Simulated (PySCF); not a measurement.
## Radial density of W (tungsten, neutral)

UHF, [Xe] 4f14 5d6, high-spin 5D determinant (an excited configuration). All numbers are calculated (PySCF 2.14, scalar relativity by spin-free X2C-1e, in x2c-TZVPPall with one added diffuse shell each of s, p, d, f type (12s8p8d4f1g, 113 functions)).

| r (bohr) | 4πr²ρ (e/bohr) | 4πr²(ρα − ρβ) |
| --- | --- | --- |
| 0.0139 | 102.0 | -0.0027 |
| 0.0234 | 88.88 | -0.0047 |
| 0.0393 | 115.9 | 0.0016 |
| 0.0661 | 130.9 | 0.0748 |
| 0.111 | 105.8 | 0.1674 |
| 0.187 | 114.2 | -0.0152 |
| 0.314 | 64.12 | 0.1492 |
| 0.529 | 62.98 | 0.0433 |
| 0.890 | 20.15 | 0.5413 |
| 1.50 | 8.688 | 2.3105 |
| 2.52 | 1.979 | 1.2103 |
| 4.23 | 0.3791 | 0.1696 |
| 7.12 | 0.03171 | -0.0130 |
| 12.0 | 0.001311 | -0.0013 |

Densities and radii are taken from the X2C orbitals without a picture-change correction, which distorts them close to the nucleus.

Spin-orbit coupling, absent here, splits the open shell strongly. ⟨S²⟩ = 6.08 against 6.00 shows spin contamination.

(1) Where is the radial spin density 4πr²(ρα − ρβ) most negative, and why is it negative at all?

Results:

(1) Around r = 0.187 bohr, down to -0.0152 e/bohr: exchange with the open shell polarises the paired shells in an unrestricted calculation.
